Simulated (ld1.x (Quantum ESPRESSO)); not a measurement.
## Before and after: TM potential for manganese

manganese, norm-conserving Troullier–Martins (Kleinman–Bylander form), made with ld1.x (Quantum ESPRESSO) 7.5 (PBE, scalar-relativistic). Core [Ne] 3s2, reference 3p6 3d5 4s1 4p0 (charge +1). Waves: 3p (bound): rc 1.30 bohr; 3d (bound): rc 0.90 bohr; 4s (bound): rc 2.05 bohr. Local part: the s channel. Core correction: none.

All-electron outer shells of the reference configuration (PBE, scalar-relativistic, ld1.x):

| shell | level (eV) | outermost node (bohr) | outermost maximum (bohr) |
| --- | --- | --- | --- |
| 3s | -94.10 | 0.34 | 0.74 |
| 3p | -62.83 | 0.31 | 0.75 |
| 3d | -14.91 | – | 0.76 |
| 4s | -11.88 | 1.05 | 2.38 |
| 4p | -7.19 | 1.15 | 2.95 |

Change: all radii scaled by about 1.36 (s 2.78, p 1.76, d 1.22 bohr).

Cutoffs: the cutoffs (Ry, on a coarse ladder) from which the occupation-weighted sum of valence levels, in a spherical-Bessel basis at the reference potential, stays within 10 and 1 mRy of its value at 400 Ry; they do not see the model core or the augmentation charge, which bear on the density cutoff. Errors are all-electron minus pseudo energies relative to the spin-unpolarised reference configuration.

Q: How do hardness, ghosts and transferability respond?

A: The potential gets softer (200 Ry and 260 Ry → 140 Ry and 160 Ry); of the 7 tests that both files solve, the error grows in 2 and shrinks in 1 by more than 15 % and 0.3 meV (median size 591.3 → 595.8 meV); neither file shows a bound ghost at the reference potential, the only one tested. A larger radius leaves more room for a smooth pseudo-wave, so fewer plane waves are needed.

```csv
quantity,base,changed
"cutoff, loose",200 Ry,140 Ry
"cutoff, tight",260 Ry,160 Ry
loose cutoff by channel (10 mRy a level),"p 50 Ry, d 180 Ry, s 8 Ry","p 45 Ry, d 120 Ry, s 6 Ry"
bound ghosts,none,none
"error for 3p6 3d5 4s2 4p0, meV [ΔE -8.42 eV]",-1.8,+0.5
"error for 3p6 3d5 4s0 4p0, meV [ΔE 15.60 eV]",-5.4,-8.4
"error for 3p6 3d4 4s0 4p0, meV [ΔE 48.12 eV]",-233,-286
"error for 3p6 3d4 4s2 4p1, meV [ΔE -0.61 eV]",-1216,-1173
"error for 3p6 3d5 4s1 4p1, meV [ΔE -4.56 eV]",-591,-596
"error for 3p6 3d3 4s0 4p0, meV [ΔE 98.88 eV]",-1120,-1184
"error for 3p6 3d5 4s0 4p2, meV [ΔE -0.49 eV]",-1423,-1445
```

Base: These tests converged, but a pseudo level misses the all-electron one widely, so the file describes the atom poorly there or has found another state: 3p6 3d4 4s0 4p0: empty 4p by 2.8 eV (a node warning on the way); 3p6 3d3 4s0 4p0: empty 4p by 4.5 eV. Changed file: These tests converged, but a pseudo level misses the all-electron one widely, so the file describes the atom poorly there or has found another state: 3p6 3d4 4s0 4p0: empty 4p by 2.9 eV (a node warning on the way); 3p6 3d3 4s0 4p0: empty 4p by 4.7 eV.
